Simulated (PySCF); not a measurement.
## Simulated absorption spectrum

Species: C₅H₈Cl₂Si.
InChI=1S/C5H8Cl2Si/c1-3-4-8(2)5(6)7/h5,8H,1-2H3/t8-/m0/s1

The calculation used TDDFT B3LYP/def2-SVPD, vertical, gas phase, core orbitals frozen in the response (PySCF 2.14.0, density-fitted response routines). The structure is a single GFN2-xTB conformer in the gas phase; no vibrational or solvent corrections. Torsions of this conformer, `[CH3:1][C:2]#[C:3][Si@H:4]([CH3:5])[CH:6]([Cl:7])[Cl:8]`: C3–Si4–C6–Cl7 63°.

Each state is given a Gaussian of 0.5 eV full width at half maximum, with ε(max) = 2.175×10⁸ f / Δν̃ (Δν̃ the width in cm⁻¹). The width is an assumption, not a result. The curve ends short of the highest state used, and states not computed would add to its high-energy end.

```csv
E (eV),ε (L mol⁻¹ cm⁻¹)
5.06,1
5.08,1
5.10,2
5.13,3
5.15,5
5.17,6
5.19,9
5.22,14
5.24,19
5.26,25
5.28,33
5.30,43
5.33,64
5.35,82
5.37,104
5.39,130
5.42,180
5.44,222
5.46,270
5.48,327
5.50,391
5.53,505
5.55,591
5.57,687
5.59,791
5.62,962
5.64,1084
5.66,1211
5.68,1342
5.70,1474
5.73,1670
5.75,1796
5.77,1915
5.79,2025
5.81,2124
5.84,2247
5.86,2309
5.88,2355
5.90,2383
5.93,2391
5.95,2375
5.97,2342
5.99,2294
6.01,2232
6.04,2116
6.06,2028
6.08,1934
6.10,1835
6.13,1683
6.15,1582
6.17,1485
6.19,1392
6.21,1306
6.24,1190
6.26,1125
6.28,1070
```

Q: Where are the band maxima, and which computed states make them?

A: 209 nm (5.92 eV), ε about 2400, made up of S2 (91%) (ε in L mol⁻¹ cm⁻¹; maxima over ε = 5, shares over 10%). The states used: S1 5.81 eV (f 0.0005); S2 5.90 eV (f 0.041); S3 6.11 eV (f 0.0014); S4 6.23 eV (f 0.0075); S5 6.65 eV (f 0.0048); S6 6.69 eV (f 0.0095); S7 6.84 eV (f 0.032); S8 6.88 eV (f 0.0040).

Q: Coming from long wavelengths, where does ε first pass 100 L mol⁻¹ cm⁻¹?

A: At about 231 nm (5.37 eV), 0.44 eV below S1.

Q: On this curve, what absorbance would a 10⁻⁵ mol/L sample give at 222 nm over a 1 cm path?

A: 222 nm is 5.585 eV, where ε is about 760 L mol⁻¹ cm⁻¹, so A = ε c l ≈ 0.0076 (Beer–Lambert, with the gas-phase spectrum and the assumed width).

Q: Does any computed singlet lie in the visible range?

A: No computed singlet lies in the visible range (380 to 750 nm); the lowest, at 213 nm, stands 2.55 eV above its violet end (3.26 eV).
